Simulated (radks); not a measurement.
Sm3+, 59 electrons, occupied as [Xe] 4f5. Calculated with a radial shooting solver on a logarithmic mesh with Libxc functionals: scalar-relativistic Kohn-Sham, LDA (Slater exchange, Perdew-Wang correlation), spin-polarised, spherical densities, point nucleus; open shells are filled with parallel spins first (spin-orbit coupling, left out, can overturn this in heavy ions).

Unscreened Slater integrals over Kohn-Sham orbitals (cm^-1). They are taken over the spin-up orbitals. Empty in this configuration: 5d.

integral,value
"F0(4f,4f)",227730
"F2(4f,4f)",107230
"F4(4f,4f)",67056
"F6(4f,4f)",48177
"F0(4f,5p)",149300
"F2(4f,5p)",53420
"G2(4f,5p)",28654
"G4(4f,5p)",22098
"F0(4f,5s)",166000
"G3(4f,5s)",32861
"F0(4f,4d)",256220
"F2(4f,4d)",121880
"F4(4f,4d)",77571
"G1(4f,4d)",143630
"G3(4f,4d)",89870
"G5(4f,4d)",63451
"F0(4f,5d)",114360
"F2(4f,5d)",31265
"F4(4f,5d)",15788
"G1(4f,5d)",15526
"G3(4f,5d)",12555
"G5(4f,5d)",9565.3
"F0(5p,5p)",125530
"F2(5p,5p)",67829
"F0(5p,5s)",133640
"G1(5p,5s)",89690
"F0(5p,4d)",156760
"F2(5p,4d)",44692
"G1(5p,4d)",12573
"G3(5p,4d)",12275
"F0(5p,5d)",103570
"F2(5p,5d)",51042
"G1(5p,5d)",60099
"G3(5p,5d)",37316
"F0(5s,5s)",144090
"F0(5s,4d)",176220
"G2(5s,4d)",19052
"F0(5s,5d)",107460
"G2(5s,5d)",38530
"F0(4d,4d)",295950
"F2(4d,4d)",150380
"F4(4d,4d)",100570
"F0(4d,5d)",117830
"F2(4d,5d)",23669
"F4(4d,5d)",9936.5
"G0(4d,5d)",5183.0
"G2(4d,5d)",6198.7
"G4(4d,5d)",5110.7
"F0(5d,5d)",90997
"F2(5d,5d)",48241
"F4(5d,5d)",32182

Derived for the open shells (J is the average intra-shell exchange parameter used in DFT+U). 4f: F4/F2 = 0.625, F6/F2 = 0.449, J = (286 F2 + 195 F4 + 250 F6)/6435 = 8669 cm^-1.
